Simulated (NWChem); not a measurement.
Molecule: C2HF2, doublet; SMILES FC(F)=[CH]

Results from NWChem. Pople sets run with spherical d functions. Spin-unrestricted. In the optimisation the excess spin sits in a' (Cs, its own frame). All runs use the structure optimised with PBE0/def2-SVP, spin-unrestricted. No stability test was run on the SCF state. Level: B3LYP/6-31G* with SMD (1 M gas to 1 M solution), gas-phase geometry. Reactions with the solvent are ignored.

For solvent acetone:

- dipole in solution (D) = 1.29

What are these values for solvent n-hexane?

The dipole in solution (D) is 1.15.
